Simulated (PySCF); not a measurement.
**`CC(C)C1(OC(F)(F)F)CC1`: 4 charge schemes on one density**

C7H11F3O.
Z-matrix (Å and degrees, GFN2-xTB geometry), rows numbered from 1:
```
C 
C   1  1.5285
C   2  1.5282  1  110.96
C   2  1.5212  1  110.99  3  -122.71
O   4  1.4397  2  110.93  1    63.30
C   5  1.3083  4  119.75  2  -118.23
F   6  1.3448  5  115.43  4    41.86
F   6  1.3535  5  114.12  4   -79.67
F   6  1.3336  5  109.41  4   162.13
C   4  1.4970  2  120.54  1   -85.03
C   4  1.5006  2  120.45  1  -156.13
H   1  1.0876  2  110.87  3   177.57
H   1  1.0872  2  110.41  3    57.29
H   1  1.0868  2  110.06  3   -62.19
H   2  1.0947  1  108.84  3   120.06
H   3  1.0864  2  109.94  1   -62.84
H   3  1.0868  2  110.20  1    57.14
H   3  1.0870  2  110.57  1   177.47
H  10  1.0795  4  116.79 11   109.30
H  10  1.0783  4  119.98 11  -107.31
H  11  1.0785  4  117.47 10   107.57
H  11  1.0783  4  118.05 10  -109.28
```

Density: PBE0/pcSseg-1 (PySCF); schemes: Mulliken, IAO, Hirshfeld and ESP-fitted. One conformer (not necessarily the lowest) at the GFN2-xTB geometry, without solvent, vibrations or thermal averaging.

**Question.** Do the Mulliken, IAO, Hirshfeld and ESP-fitted schemes agree on where the charge is highest?

**Answer.** All schemes agree: Mulliken C6 (+0.970); IAO C6 (+0.944); Hirshfeld C6 (+0.315); ESP-fitted C6 (+0.645).

**Question.** At which atom do the 4 schemes differ most?

**Answer.** At C6: from +0.315 (Hirshfeld) to +0.970 e (Mulliken), 0.655 e apart.

**Question.** What partial charge does each atom carry?

**Answer.** In e:

```
atom                 environment  Mulliken     IAO  Hirshfeld  ESP-fitted
  C1               methyl carbon    -0.194  -0.421     -0.127      -0.605
  C2               sp3 CH carbon    -0.287  -0.096     -0.021      +0.278
  C3               methyl carbon    -0.188  -0.422     -0.123      -0.554
  C4  sp3 carbon bound to oxygen    -0.099  +0.191     +0.083      +0.252
  O5                ether oxygen    -0.466  -0.348     -0.113      -0.343
  C6                  CF3 carbon    +0.970  +0.944     +0.315      +0.645
  F7     fluorine of a CF3 group    -0.278  -0.292     -0.086      -0.207
  F8     fluorine of a CF3 group    -0.286  -0.303     -0.107      -0.190
  F9     fluorine of a CF3 group    -0.253  -0.275     -0.102      -0.187
 C10  three-membered-ring carbon    -0.170  -0.306     -0.098      -0.256
 C11  three-membered-ring carbon    -0.109  -0.302     -0.093      -0.351
 H12             methyl hydrogen    +0.117  +0.143     +0.034      +0.136
 H13             methyl hydrogen    +0.118  +0.143     +0.033      +0.184
 H14             methyl hydrogen    +0.115  +0.141     +0.042      +0.160
 H15            methine hydrogen    +0.104  +0.133     +0.044      +0.052
 H16             methyl hydrogen    +0.122  +0.148     +0.037      +0.157
 H17             methyl hydrogen    +0.113  +0.140     +0.042      +0.153
 H18             methyl hydrogen    +0.111  +0.140     +0.038      +0.122
 H19          methylene hydrogen    +0.135  +0.157     +0.055      +0.117
 H20          methylene hydrogen    +0.155  +0.167     +0.040      +0.135
 H21          methylene hydrogen    +0.139  +0.166     +0.053      +0.166
 H22          methylene hydrogen    +0.129  +0.152     +0.053      +0.137
```

Mean size of the charges over all atoms: IAO 0.251 e, ESP-fitted 0.245 e, Mulliken 0.212 e, Hirshfeld 0.079 e. Each set sums to the total charge, 0, to within 0.001 e. The IAO scheme counts the electrons in orthogonalised intrinsic atomic orbitals, a minimal basis polarised so that it spans the occupied orbitals exactly. The Hirshfeld scheme divides the density at each point in proportion to the densities of the neutral, spherically averaged free atoms.

**Question.** Sum the charges by element, for elements with more than one atom.

**Answer.** 
```csv
element,atoms,Mulliken,IAO,Hirshfeld,ESP-fitted
C,7,-0.077,-0.412,-0.064,-0.590
F,3,-0.816,-0.870,-0.294,-0.585
H,11,+1.359,+1.629,+0.471,+1.518
```

**Question.** How closely do the schemes follow one another over all atoms?

**Answer.** Correlation coefficient and root-mean-square difference: IAO with Hirshfeld 1.00, 0.209 e; Mulliken with IAO 0.92, 0.118 e; IAO with ESP-fitted 0.92, 0.122 e; Mulliken with Hirshfeld 0.92, 0.195 e; Hirshfeld with ESP-fitted 0.91, 0.205 e; Mulliken with ESP-fitted 0.73, 0.209 e.
